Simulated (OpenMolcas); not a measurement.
# 3d6 along the 24-electron sequence

- Program: OpenMolcas
- Method: CASSCF
- Basis: ANO-R2
- Scalar Hamiltonian: X2C, finite nucleus
- Spin-orbit coupling: RASSI with atomic mean-field integrals over the reference wave functions, term energies averaged over their components

Active space for each ion: 6 electrons in 5 orbitals (3d).

Computed levels in cm-1 above 5D4:

```tsv
Level	Fe2+	Co3+	Ni4+
5D3	435	616	846
5D2	745	1050	1433
5D1	946	1329	1809
5D0	1044	1467	1993
3H6	22580	26201	29631
3H5	22810	26518	30050
3H4	22985	26751	30345
3P2(1)	24727	28628	32272
3F4(1)	25866	29980	33852
weight of 5D in the lowest level (%)	100	100	100
```

Measured, with the error of the calculation in %. Measured levels: Fe2+ from Corliss and Sugar, J. Phys. Chem. Ref. Data 11, 135 (1982); Co3+ from Sugar and Corliss, J. Phys. Chem. Ref. Data 10, 1097 (1981); Ni4+ from Corliss and Sugar, J. Phys. Chem. Ref. Data 10, 197 (1981).

```tsv
Level	Fe2+	Co3+	Ni4+
5D3	436 (-0.3)	639 (-3.6)	890 (-5.0)
5D2	739 (+0.8)	1078 (-2.6)	1490 (-3.8)
5D1	932 (+1.4)		1872 (-3.3)
5D0	1027 (+1.7)	1494 (-1.8)	2058 (-3.1)
3H6	20051 (+12.6)	23680 (+10.6)	27111 (+9.3)
3H5	20301 (+12.4)	24032 (+10.3)	27578 (+9.0)
3H4	20482 (+12.2)	24272 (+10.2)	27859 (+8.9)
3P2(1)	19405 (+27.4)	22883 (+25.1)	26153 (+23.4)
3F4(1)	21462 (+20.5)	25396 (+18.0)	29124 (+16.2)
```

The fine-structure level 5D0 changes by a factor of 1.91 from Fe2+ to Ni4+. Its fourth root runs 5.68, 6.19, 6.68, with steps per unit of Z of 0.50, 0.49; equal steps would mean a (Z - σ)^4 law with constant σ.

3H6 changes by a factor of 1.31 over the same range, with steps per unit of Z of +3620, +3430 cm-1.

Without dynamic correlation excited terms often stand tens of per cent too high (terms of higher spin than the ground term too low), and those without a measured partner can miss by more than the paired ones. Measured partners are found by configuration, term and J. A level has none where our copy of the source lacks it or the pairing is in doubt (some pairs that miss far off the trend of their configuration count as doubtful), and it then counts in no deviation. Only configurations of the active space appear.

A number in round brackets counts repeated terms of one configuration in the order of the reference energies.
